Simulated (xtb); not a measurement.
(E)-1-bromo-2-chloroprop-1-ene (C₃H₄BrCl), SMILES C/C(Cl)=C\Br. All values are semi-empirical tight-binding results from xtb (GFN2-xTB unless named), good for trends rather than for accurate numbers. Coordinates come from a GFN2-xTB optimisation.

Computed properties:
```yaml
point_group_as_xtb_finds_it: Cs
orbital_gap: 4.13 eV
zero_point_energy: 37.3 kcal/mol
G − E(el) at 298.15 K (modified RRHO): 17.4 kcal/mol
static polarisability (D4 model): 70.4 bohr³
solvation energy, GFN2-xTB/ALPB(water): -2.0 kcal/mol
solvation energy, GFN2-xTB/ALPB(toluene): -5.1 kcal/mol
```
